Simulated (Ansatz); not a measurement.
Compare A (`[CH3][SnH][SH]`•) with its isomer B (`C[S][SnH2]`•).

Computed with Ansatz on PBE0-D4/def2-TZVP structures; ΔE is electronic, products minus reactants. CCSD(T)/CBS adds triple-zeta CCSD(T) − MP2 to the extrapolated MP2 energy (def2 sets, frozen cores). Functionals use def2-TZVPP. B3LYP here is the variant with VWN-RPA as its local correlation; programs differ in this. No spin–orbit coupling; open shells (•) take unrestricted orbitals. Elements past krypton have def2 core potentials. For Sn outer-core shells are correlated without core-valence functions, which leaves a few kJ/mol of doubt a bond. One conformer a species, not always the lowest.

A:

```xyz
8

C     0.343    0.678    0.975
Sn    0.098    0.324   -1.145
S    -0.641   -1.966   -1.422
H     1.148    0.056    1.364
H    -0.596    0.419    1.465
H     0.576    1.729    1.145
H    -1.248    1.224   -1.755
H     0.320   -2.464   -0.626
```

B:

Z-matrix (Å, degrees):
```
C
S 1 1.815
H 1 1.090 2 111.4
H 1 1.090 2 111.2 3 123.0
H 1 1.090 2 106.6 3 -118.7
Sn 2 2.402 1 100.8 3 -54.0
H 6 1.731 2 106.1 1 44.5
H 6 1.723 2 104.6 1 160.7
```

Problem. Which isomer does CCSD(T)/CBS put lower? Give the gap. (Estimate.)

Solution. The calculation gave: A, by 11.9 kcal/mol.

Problem. Give E(B) − E(A) in kcal/mol with CCSD(T)/def2-TZVPP, B2PLYP, ωB97M-V, B3LYP, PBE-D4, r2SCAN-D4, BLYP-D4. (Best estimate.)

Solution. The calculation gave: CCSD(T)/def2-TZVPP 11.6, B2PLYP 11.2, ωB97M-V 10.7, B3LYP 10.6, PBE-D4 9.7, r2SCAN-D4 10.5, BLYP-D4 9.9. None reverses the order clearly.

Problem. Does the order hold for the free energy at 298.15 K (harmonic terms from PBE0-D4)? (Best estimate.)

Solution. Ansatz gave: Yes: G(B) − G(A) = +12.1 kcal/mol, for one conformer each.

Largest T1 diagnostic: 0.016.

In def2-TZVPP, CCSD(T) changes the Hartree–Fock value by +1.3 kcal/mol (the triples alone add −0.1 kcal/mol) and MP2 by +2.1 kcal/mol. At CCSD(T), def2-SVP lies −2.0 kcal/mol from the extrapolated value and def2-TZVPP −0.2 kcal/mol.
